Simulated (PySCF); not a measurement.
C3H5NO2, SMILES C1=NCOCO1.

Geometry optimised at ωB97X-D3(BJ)/def2-SVP. One conformer was computed; it need not be the lowest.

Calculation: M06-2X/def2-TZVP in PySCF.

Isolated molecule, no solvent.

| Quantity | Result |
|---|---|
| total energy | -322.49739 hartree |
| highest occupied level | -9.01 eV |
| lowest empty level | 1.06 eV |
| orbital gap | 10.07 eV |
| dipole moment | 1.44 D |
| quadrupole, principal values (traceless, Buckingham form, about the centre of nuclear charge) | -4.02, 1.00, 3.02 D·Å |
| mean static polarisability | 46.5 bohr³ (6.89 Å³) |
| polarisability, principal values | 36.5, 48.2, 54.7 bohr³ |
